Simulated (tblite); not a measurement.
C4H7Si (doublet state).
Numbering: `[SiH3:1][C:2]1=[C:3][CH2:4][CH2:5]1` (hydrogens: H6, H7, H8 on Si1; H9, H10 on C4; H11, H12 on C5)

Computed geometry: GFN2-xTB, gas phase. This method treats the open shell by occupation alone, without spin polarisation.

**Question.** What internal coordinates does the optimisation give?

**Answer.** 
```tsv
bond	length (Å)	order
Si1–C2	1.862	single
C2=C3	1.330	double
C3–C4	1.500	single
C4–C5	1.545	single
C2–C5	1.534	single
Si1–H6, Si1–H7, Si1–H8	1.465	single
C4–H9, C4–H10	1.088	single
C5–H11, C5–H12	1.089	single
```

Bonds in one row agree within 0.01 Å and their mean is given. Orders are formal, as drawn. A selection of angles:
```tsv
angle	degrees
C2–Si1–H6	109.4
H6–Si1–H7	110.6
H7–Si1–H8	108.8
Si1–C2–C3	139.2
Si1–C2–C5	131.5
C3–C2–C5	89.3
C2–C3–C4	99.0
C3–C4–C5	83.0
C3–C4–H9	115.3
C5–C4–H9	115.6
H9–C4–H10	110.0
C4–C5–H11	114.1
C2–C5–C4	88.8
C2–C5–H11	113.6
H11–C5–H12	111.0
```

Dihedral angles: Si1–C2–C3–C4 180° (antiperiplanar); C2–C3–C4–C5 0° (synperiplanar); C3–C4–C5–C2 0° (synperiplanar); Si1–C2–C5–C4 180° (antiperiplanar).

C2 (carbon bonded to 2 C and Si) is planar (angles 139.2°, 131.5° and 89.3°, sum 360.0°, 0.00 Å off the plane of its three neighbours). The 4-membered ring C2–C3–C4–C5 has internal angles of 83.0° to 99.0° (sum 360°, against 360° for a flat polygon); it is planar, 0.00 Å rms from its mean plane, widest ring torsion 0°. The C–C distances run from 1.330 Å (C2=C3, drawn double) to 1.545 Å (C4–C5, drawn single), a spread of 0.215 Å. Si1 (silicon bonded to C and 3 H) is tetrahedral (angles from 108.6° to 110.7°). The 5 heavy atoms lie in one plane (0.000 Å rms).

Point group: Cs (every atom within 0.08 Å of its image). Its GFN2-xTB frequencies are all real (lowest 68 cm⁻¹).

On one thread of an Arm Neoverse V1, shared host with 32 logical CPUs at a one-minute load of 25, this took 0.35 s of wall time. These figures are those of the optimisation.
